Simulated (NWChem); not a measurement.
Everything below was run with NWChem. System: C2H6AlF, charge 0, spin multiplicity 1, displaced from the optimised geometry. The structure started from a generated list of species. Level: PBE/def2-SVP.

The NWChem input:

```
start mol
memory heap 200 mb stack 900 mb global 1100 mb
geometry units angstroms nocenter noautoz noautosym
  Al    -0.025757     0.018302    -0.029020
  C      1.818038    -0.218933    -0.757968
  H      2.218264    -1.259115    -0.555072
  H      2.535074     0.502545    -0.255959
  H      1.871772    -0.029265    -1.871458
  C     -0.678880    -0.543189     1.772430
  H     -1.414844    -1.400189     1.673790
  H     -1.236185     0.297620     2.287439
  H      0.152341    -0.887063     2.458529
  F     -1.180726     0.790030    -1.049643
end
basis spherical
  * library def2-svp
end
dft
  xc xpbe96 cpbe96
  semidirect memsize 60000000 filesize 0
  iterations 100
  grid xcoarse
end
task dft gradient
```

NWChem printed:

```
             Northwest Computational Chemistry Package (NWChem) 7.3.0
             --------------------------------------------------------

                                NWChem Input Module
                                -------------------

 Scaling coordinates for geometry "geometry" by  1.889725989
 (inverse scale =  0.529177249)

                             Geometry "geometry" -> ""
                             -------------------------

 Output coordinates in angstroms (scale by  1.889725989 to convert to a.u.)

  No.       Tag          Charge          X              Y              Z
 ---- ---------------- ---------- -------------- -------------- --------------
    1 Al                  13.0000    -0.02575700     0.01830200    -0.02902000
    2 C                    6.0000     1.81803800    -0.21893300    -0.75796800
    3 H                    1.0000     2.21826400    -1.25911500    -0.55507200
    4 H                    1.0000     2.53507400     0.50254500    -0.25595900
    5 H                    1.0000     1.87177200    -0.02926500    -1.87145800
    6 C                    6.0000    -0.67888000    -0.54318900     1.77243000
    7 H                    1.0000    -1.41484400    -1.40018900     1.67379000
    8 H                    1.0000    -1.23618500     0.29762000     2.28743900
    9 H                    1.0000     0.15234100    -0.88706300     2.45852900
   10 F                    9.0000    -1.18072600     0.79003000    -1.04964300

 Effective nuclear repulsion energy (a.u.)     148.4621354541

            Nuclear Dipole moment (a.u.)
            ----------------------------
        X                 Y               Z
 ---------------- ---------------- ----------------
    -0.0000094486    -0.0000056692    -0.0000113384


 Summary of "ao basis" -> "" (spherical)
 ------------------------------------------------------------------------------
       Tag                 Description            Shells   Functions and Types
 ---------------- ------------------------------  ------  ---------------------
 *                          def2-svp                  on all atoms
[...]
          Maximum number of iterations: 100
          AO basis - number of functions:    90
                     number of shells:    44
          Convergence on energy requested:  1.00D-06
          Convergence on density requested:  1.00D-05
          Convergence on gradient requested:  5.00D-04

              XC Information
              --------------
          PerdewBurkeErnzerhof Exchange Functional  1.000
            Perdew 1991 LDA Correlation Functional  1.000 local
           PerdewBurkeErnz. Correlation Functional  1.000 non-local

             Grid Information
             ----------------
          Grid used for XC integration:  xcoarse
          Radial quadrature: Mura-Knowles
          Angular quadrature: Lebedev.
          Tag              B.-S. Rad. Rad. Pts. Rad. Cut. Ang. Pts.
          ---              ---------- --------- --------- ---------
          Al                  1.25       42           8.0       194
          C                   0.70       21          11.0       194
          H                   0.35       21          12.0       194
          F                   0.50       21          10.0       194
          Grid pruning is: on
          Number of quadrature shells:   231
          Spatial weights used:  Erf1

          Convergence Information
          -----------------------
          Convergence aids based upon iterative change in
          total energy or number of iterations.
          Levelshifting, if invoked, occurs when the
          HOMO/LUMO gap drops below (HL_TOL):  1.00D-02
          DIIS, if invoked, will attempt to extrapolate
          using up to (NFOCK): 10 stored Fock matrices.

                    Damping( 0%)  Levelshifting(0.5)       DIIS
                  --------------- ------------------- ---------------
          dE  on:    start            ASAP                start
          dE off:    2 iters        100 iters           100 iters

      Screening Tolerance Information
      -------------------------------
          Density screening/tol_rho:  1.00D-10
          AO Gaussian exp screening on grid/accAOfunc:  14
          CD Gaussian exp screening on grid/accCDfunc:  20
          XC Gaussian exp screening on grid/accXCfunc:  20
          Schwarz screening/accCoul:  1.00D-08

                            NWChem DFT Gradient Module
                            --------------------------

  charge          =   0.00
  wavefunction    = closed shell

                         DFT ENERGY GRADIENTS

    atom               coordinates                        gradient
                 x          y          z           x          y          z
   1 Al     -0.048674   0.034586  -0.054840    0.006316  -0.004198   0.005455
   2 C       3.435594  -0.413723  -1.432352   -0.003537   0.000197   0.000951
   3 H       4.191911  -2.379382  -1.048934    0.004631  -0.011143   0.002047
   4 H       4.790595   0.949672  -0.483692    0.007861   0.007567   0.005257
   5 H       3.537136  -0.055303  -3.536543    0.000852   0.002032  -0.012060
   6 C      -1.282897  -1.026478   3.349407    0.002038   0.001185  -0.003116
   7 H      -2.673667  -2.645974   3.163004   -0.007950  -0.009215  -0.000721
   8 H      -2.336051   0.562420   4.322633   -0.006128   0.008910   0.005682
   9 H       0.287883  -1.676306   4.645946    0.008712  -0.003827   0.007704
  10 F      -2.231249   1.492940  -1.983538   -0.012794   0.008492  -0.011199

                 ----------------------------------------
                 |  Time  |  1-e(secs)   |  2-e(secs)   |
                 ----------------------------------------
                 |  CPU   |       0.01   |       2.61   |
                 ----------------------------------------
                 |  WALL  |       0.01   |       2.61   |
                 ----------------------------------------

 Task  times  cpu:        6.3s     wall:        6.3s

 Total times  cpu:        6.3s     wall:        6.3s
```
